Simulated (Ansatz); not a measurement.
Conformers of C4H10O (SMILES CC(C)CO), B3LYP-D3(BJ)/def2-TZVP minima from an xTB search, which can miss the lowest.
Conformer 1 (charge 0, multiplicity 1):
```xyz
15

C     -0.953    -1.125    -0.200
C     -0.245     0.227    -0.137
C     -0.572     0.973     1.157
C      1.268     0.072    -0.284
O      1.665    -0.549    -1.502
H     -0.665    -1.747     0.652
H     -2.037    -1.002    -0.173
H     -0.689    -1.664    -1.110
H     -0.593     0.840    -0.979
H     -0.229     0.406     2.027
H     -1.648     1.120     1.262
H     -0.094     1.955     1.188
H      1.752     1.051    -0.176
H      1.652    -0.573     0.510
H      1.390     0.014    -2.234
```
Conformer 2 (charge 0, multiplicity 1):
```xyz
15

C      1.61090    -0.28277    -0.09017
C      0.17123     0.13539    -0.38712
C     -0.17052     1.47155     0.27012
C     -0.79031    -0.95976     0.05017
O     -2.11053    -0.60862    -0.35896
H      2.31310     0.48281    -0.42412
H      1.76334    -0.42363     0.98360
H      1.87103    -1.21753    -0.59162
H      0.05590     0.24326    -1.47114
H     -0.04804     1.40800     1.35554
H      0.48771     2.26322    -0.09328
H     -1.20079     1.75738     0.06224
H     -0.49040    -1.91394    -0.40113
H     -0.74063    -1.07324     1.14221
H     -2.72199    -1.28211    -0.04636
```

Frozen-core correlation. MP2 and its Hartree–Fock in cc-pVTZ are density fitted.

The values were computed with Ansatz (a quantum-chemistry and plane-wave program) with Gaussian orbitals. Values without a source in brackets are computed.

The energy of conformer 2 above conformer 1 is E(conformer 2) − E(conformer 1). Total energies (hartree):

```tsv
level	conformer 2	conformer 1
HF/cc-pVDZ	-232.1677912	-232.1679063
MP2/cc-pVDZ	-232.9372138	-232.9380584
HF/cc-pVTZ	-232.2381500	-232.2378885
MP2/cc-pVTZ	-233.1909143	-233.1910299
CCSD(T)/cc-pVDZ	-233.0225047	-233.0234285
```

Task: Work out the energy of conformer 2 above conformer 1 at the basis-set limit: extrapolate the MP2 correlation part as X⁻³, take Hartree–Fock from the larger set, and add the CCSD(T) − MP2 difference of cc-pVDZ.

Result: 
1. Differences (1 hartree = 627.509 kcal/mol): HF/cc-pVDZ 0.072; MP2/cc-pVDZ 0.530; HF/cc-pVTZ -0.164; MP2/cc-pVTZ 0.073; CCSD(T)/cc-pVDZ 0.580.
2. Correlation parts, MP2 less HF: 0.458 in cc-pVDZ (X = 2), 0.237 in cc-pVTZ (X = 3).
3. Limit (3³·(0.237) − 2³·(0.458))/(3³ − 2³) = 0.143; with HF/cc-pVTZ it gives -0.021.
4. CCSD(T) less MP2 in cc-pVDZ: 0.050.
Result: 0.03 kcal/mol, against 0.53 at MP2/cc-pVDZ. It is an estimate of this method's limit, not of the exact value.
